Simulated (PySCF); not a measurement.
## YF3(NH3) at several levels of theory

Computed with PySCF 2.14.0 (density fitting, no spin-orbit coupling) at the geometry relaxed with PBE0:

```xyz
8
YF3(NH3) (singlet)
Y     0.1264   -0.1264    0.1264
F     1.0426    1.4160    1.0426
F    -1.4160   -1.0426    1.0426
F     1.0426   -1.0426   -1.4160
N    -1.2978    1.2978   -1.2978
H    -1.9082    1.9082   -0.7511
H    -0.7511    1.9082   -1.9082
H    -1.9082    0.7511   -1.9082
```

```tsv
level	basis	state	HOMO (eV)	gap (eV)	charge on Y1 (e)	dipole about the centre of mass (D)	largest force component (eV/Å)
PBE0	Y def2-SVP with ECP28, F def2-SVP, N def2-SVP, H def2-SVP	singlet	-9.53	8.76	1.08	5.12	0.03
HF	the same	singlet	-14.80	16.07	1.59	5.12	0.54
PBE0	Y def2-TZVP with ECP28, F def2-TZVP, N def2-TZVP, H def2-TZVP	singlet	-9.75	8.78	1.49	4.99	0.22
```

Charges are Mulliken's, which hang on the basis. The relaxation used the grid (50, 194), these runs (75, 302) or, all-electron (x2c bases, spin-free X2C Hamiltonian), (99, 590).

**Question.** What does TPSSh with Y def2-SVP with ECP28, F def2-SVP, N def2-SVP, H def2-SVP give here?

**Answer.** state singlet, HOMO (eV) -8.43, gap (eV) 7.42, charge on Y1 (e) 1.03, dipole about the centre of mass (D) 5.07, largest force component (eV/Å) 0.10. Time: 5.9 s on 2 threads of AMD EPYC 9R14 (Zen 4), with other jobs on the host, from an already converged density.

In the first row's basis the gap widens with exact exchange: 7.4 to 8.8 eV for TPSSh, PBE0 (a fixed share); 16.1 eV for Hartree–Fock (rising or full at long range).
